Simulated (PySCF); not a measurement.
**Sb (antimony, neutral) across methods**

[Kr] 4d10 5s1 5p4, high-spin 4P determinant (an excited configuration). All numbers are calculated (PySCF 2.14, scalar relativity by spin-free X2C-1e, in aug-cc-pVTZ-DK3 (8s7p5d2f, 68 functions)). The B2PLYP total includes its PT2 part (frozen core); its orbital energies are those of the SCF part.

```json
{"method": "PBE0", "E (hartree)": "-6479.87", "mean ε 5s α (eV)": "-16.292", "mean ε 5p α (eV)": "-7.228", "mean ε 5p β (eV)": "-5.036", "Σ⟨r²⟩ (bohr²)": "63.56", "⟨S²⟩": "3.760"}
{"method": "UHF", "E (hartree)": "-6477.43837", "mean ε 5s α (eV)": "-21.461", "mean ε 5p α (eV)": "-10.146", "mean ε 5p β (eV)": "-5.737", "Σ⟨r²⟩ (bohr²)": "65.51", "⟨S²⟩": "3.798"}
{"method": "B2PLYP", "E (hartree)": "-6479.52", "mean ε 5s α (eV)": "-18.075", "mean ε 5p α (eV)": "-8.118", "mean ε 5p β (eV)": "-5.432", "Σ⟨r²⟩ (bohr²)": "64.23", "⟨S²⟩": "3.766"}
{"method": "B3LYP", "E (hartree)": "-6480.28", "mean ε 5s α (eV)": "-15.828", "mean ε 5p α (eV)": "-6.863", "mean ε 5p β (eV)": "-5.044", "Σ⟨r²⟩ (bohr²)": "63.82", "⟨S²⟩": "3.758"}
{"method": "LDA", "E (hartree)": "-6474.00", "mean ε 5s α (eV)": "-14.561", "mean ε 5p α (eV)": "-6.188", "mean ε 5p β (eV)": "-4.552", "Σ⟨r²⟩ (bohr²)": "63.53", "⟨S²⟩": "3.755"}
{"method": "TPSSh", "E (hartree)": "-6479.94", "mean ε 5s α (eV)": "-15.290", "mean ε 5p α (eV)": "-6.643", "mean ε 5p β (eV)": "-4.629", "Σ⟨r²⟩ (bohr²)": "63.55", "⟨S²⟩": "3.759"}
{"method": "wB97X", "E (hartree)": "-6480.42", "mean ε 5s α (eV)": "-18.982", "mean ε 5p α (eV)": "-9.215", "mean ε 5p β (eV)": "-7.052", "Σ⟨r²⟩ (bohr²)": "63.47", "⟨S²⟩": "3.757"}
{"method": "r2SCAN", "E (hartree)": "-6480.23", "mean ε 5s α (eV)": "-15.203", "mean ε 5p α (eV)": "-6.539", "mean ε 5p β (eV)": "-4.418", "Σ⟨r²⟩ (bohr²)": "63.53", "⟨S²⟩": "3.768"}
{"method": "PBE", "E (hartree)": "-6479.78", "mean ε 5s α (eV)": "-14.381", "mean ε 5p α (eV)": "-6.106", "mean ε 5p β (eV)": "-4.411", "Σ⟨r²⟩ (bohr²)": "63.71", "⟨S²⟩": "3.757"}
```
